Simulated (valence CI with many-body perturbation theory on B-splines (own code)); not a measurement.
Br XXII: calculated level list

Computed by configuration interaction combined with many-body perturbation theory (CI+MBPT): four valence electrons over a frozen Dirac-Fock core [Ne], radial functions for each j: 11 s, 11 p, 9 d, 7 f, 5 g, 2 h, 1 i, with the one-electron correlation potential Σ1 (screened to all orders), the two-electron term Σ2, the three-electron term Σ3, Breit, model QED; selected single and double excitations, second order for the rest (own B-spline code, finite nucleus).

No measured levels were compared; by estimate levels of excited configurations hold to 0.05 to 0.15 % of their energy, terms of the ground configuration to about 0.5 %.

Levels 1 to 45 of 71, with energies above the lowest level, 3s2 3p2 3P_0. "Leading %" is the weight of the configuration and term that name the level; weights of strongly mixed levels are sums over their largest components and can fall short. In the jj column 3d3/2^4 stands for four electrons in 3d with j = 3/2. Lifetimes count E1, E2, E3, M1 and M2 decay at the calculated energies, and are blank where another channel may lead or the interval is too uncertain; long ones can be off by a factor of two.

```csv
No.,Configuration,Term,J,E (cm⁻¹),Leading %,Leading jj,g,Lifetime
1,3s2 3p2,3P,0,0,85,3s^2 3p1/2^2 (92 %),,
2,3s2 3p2,3P,1,58046,98,3s^2 3p1/2 3p3/2 (98 %),1.499,327 μs
3,3s2 3p2,3P,2,82513,61,3s^2 3p1/2 3p3/2 (89 %),1.309,7.92 ms
4,3s2 3p2,1D,2,162810,61,3s^2 3p3/2^2 (89 %),1.187,92.5 μs
5,3s2 3p2,1S,0,229780,84,3s^2 3p3/2^2 (91 %),,27.5 μs
6,3s 3p3,5S°,2,435870,89,3s 3p1/2^2 3p3/2 (50 %),1.944,2.72 ns
7,3s 3p3,3D°,1,539550,70,3s 3p1/2^2 3p3/2 (55 %),0.677,141 ps
8,3s 3p3,3D°,2,545970,68,3s 3p1/2 3p3/2^2 (60 %),1.260,236 ps
9,3s 3p3,3D°,3,568830,88,3s 3p1/2 3p3/2^2 (88 %),1.331,305 ps
10,3s 3p3,3P°,0,628460,90,3s 3p1/2 3p3/2^2 (90 %),,87.3 ps
11,3s 3p3,3P°,2,636000,33,3s 3p1/2 3p3/2^2 (40 %),1.249,98.8 ps
12,3s 3p3,3P°,1,636000,72,3s 3p1/2 3p3/2^2 (67 %),1.362,73.9 ps
13,3s 3p3,3P°,2,694140,31,3s 3p3/2^3 (48 %),1.164,139 ps
14,3s 3p3,3S°,1,740840,59,3s 3p1/2 3p3/2^2 (62 %),1.615,8.92 ps
15,3s2 3p 3d,3F°,2,743330,84,3s^2 3p1/2 3d3/2 (60 %),0.722,121 ps
16,3s2 3p 3d,3F°,3,769240,92,3s^2 3p1/2 3d5/2 (64 %),1.089,211 ps
17,3s2 3p 3d,3F°,4,822240,98,3s^2 3p3/2 3d5/2 (98 %),1.249,
18,3s 3p3,1P°,1,823550,41,3s 3p3/2^3 (51 %),1.292,10.8 ps
19,3s2 3p 3d,3P°,2,828410,48,3s^2 3p1/2 3d5/2 (75 %),1.299,11.0 ps
20,3s2 3p 3d,3D°,1,841320,55,3s^2 3p1/2 3d3/2 (60 %),0.858,7.90 ps
21,3s2 3p 3d,3D°,2,885830,36,3s^2 3p3/2 3d3/2 (57 %),1.059,7.88 ps
22,3s2 3p 3d,3P°,0,892510,89,3s^2 3p3/2 3d3/2 (89 %),,10.9 ps
23,3s2 3p 3d,3D°,3,897720,78,3s^2 3p3/2 3d5/2 (42 %),1.298,8.74 ps
24,3s2 3p 3d,3P°,1,901620,59,3s^2 3p3/2 3d3/2 (72 %),1.206,9.80 ps
25,3s2 3p 3d,3P°,2,912400,38,3s^2 3p3/2 3d5/2 (60 %),1.289,10.1 ps
26,3s2 3p 3d,1F°,3,970940,89,3s^2 3p3/2 3d5/2 (49 %),1.024,8.53 ps
27,3s2 3p 3d,1P°,1,999600,78,3s^2 3p3/2 3d5/2 (69 %),0.978,9.96 ps
28,3p4,3P,2,1071600,46,3p1/2^2 3p3/2^2 (59 %),1.388,58.5 ps
29,3s 3p2 3d,5F,1,1100100,86,3s 3p1/2^2 3d3/2 (59 %),0.142,955 ps
30,3s 3p2 3d,5F,2,1111600,81,3s 3p1/2 3p3/2 3d3/2 (34 %),1.070,445 ps
31,3p4,3P,0,1128000,43,3p1/2^2 3p3/2^2 (45 %),,47.8 ps
32,3s 3p2 3d,5F,3,1129000,76,3s 3p1/2 3p3/2 3d3/2 (36 %),1.303,533 ps
33,3p4,3P,1,1133800,45,3p1/2 3p3/2^3 (45 %),1.425,68.1 ps
34,3p4,1D,2,1153000,43,3p1/2 3p3/2^3 (47 %),1.122,89.5 ps
35,3s 3p2 3d,5F,4,1157400,85,3s 3p1/2 3p3/2 3d5/2 (75 %),1.363,7.89 ns
36,3s 3p2 3d,5D,0,1164900,89,3s 3p1/2 3p3/2 3d3/2 (75 %),,169 ps
37,3s 3p2 3d,5D,1,1169300,81,3s 3p1/2 3p3/2 3d3/2 (55 %),1.455,126 ps
38,3s 3p2 3d,5D,2,1169800,61,3s 3p1/2 3p3/2 3d3/2 (46 %),1.335,116 ps
39,3s 3p2 3d,5D,3,1171100,50,3s 3p1/2 3p3/2 3d3/2 (48 %),1.372,145 ps
40,3s 3p2 3d,5D,4,1186800,60,3s 3p1/2 3p3/2 3d5/2 (52 %),1.403,1.99 ns
41,3s 3p2 3d,5F,5,1187000,93,3s 3p1/2 3p3/2 3d5/2 (58 %),1.386,3.32 ns
42,3s 3p2 3d,3F,2,1197900,80,3s 3p1/2 3p3/2 3d5/2 (40 %),0.769,207 ps
43,3s 3p2 3d,3F,3,1220800,67,3s 3p1/2 3p3/2 3d5/2 (55 %),1.213,59.6 ps
44,3s 3p2 3d,5P,3,1242000,66,3s 3p1/2 3p3/2 3d5/2 (45 %),1.572,13.4 ps
45,3s 3p2 3d,5P,2,1251000,84,3s 3p1/2 3p3/2 3d3/2 (40 %),1.772,10.8 ps
```

Names give the largest LS component (configuration and term), which can be under half, so a name can repeat, a term be missing and a line seem to break the LS rules; names also repeat where a configuration has a term twice.

The ionisation energy to 3s2 3p 2P°_1/2 of the next ion comes out as 919.78 eV (NIST: 920.8 ± 2.2 eV (semi-empirical)). All 71 levels together are meant to be complete up to 1429100 cm⁻¹.
